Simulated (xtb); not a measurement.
B(CF3)(F)(H) (CHBF4), SMILES FBC(F)(F)F. All values are semi-empirical tight-binding results from xtb (GFN2-xTB unless named), good for trends rather than for accurate numbers. The structure is a stationary point at GFN2-xTB.

Optimised geometry:

Bonds (Å): B1–C2 1.635, B1–F6 1.292, B1–H7 1.169, C2–F3 1.344, C2–F4 1.352, C2–F5 1.351. Bond angles (°): C2–B1–F6 118.2, C2–B1–H7 121.1, F6–B1–H7 120.6, B1–C2–F3 115.3, B1–C2–F4 111.4, B1–C2–F5 111.8, F3–C2–F4 106.0, F3–C2–F5 105.9, F4–C2–F5 105.8.
Charge 0, spin multiplicity 1.

Computed properties:
orbital gap: 4.04 eV
dipole moment: 2.71 D
zero-point energy: 17.1 kcal/mol
G − E(el) at 298.15 K (modified RRHO): -1.9 kcal/mol
static polarisability (D4 model): 32.8 bohr³
solvation energy, GFN2-xTB/ALPB(water): -1.2 kcal/mol
solvation energy, GFN2-xTB/ALPB(chcl3): -2.5 kcal/mol

**Question.** Give the IR lines (harmonic; lines under 4 % of the strongest left out, lines within 3 cm⁻¹ merged). (An estimate is asked for; the answer gives what the named calculation found.)

**Answer.** ν (cm⁻¹): 454 (w), 465 (w), 582 (m), 724 (m), 737 (w), 987 (m), 1010 (vs), 1057 (vs), 1141 (m), 1378 (vs), 2672 (m) (against the strongest line: vs over 80 %, s over 45 %, m over 15 %, w over 4 %, vw less)

Computed atomic charges and the Wiberg bond orders between heavy atoms:
charges (e) B1 0.38, C2 0.40, F3 -0.20, F4 -0.21, F5 -0.21, F6 -0.17, H7 -0.01. Bond orders B1–C2 0.89, C2–F3 0.96, C2–F4 0.95, C2–F5 0.95, B1–F6 1.27.
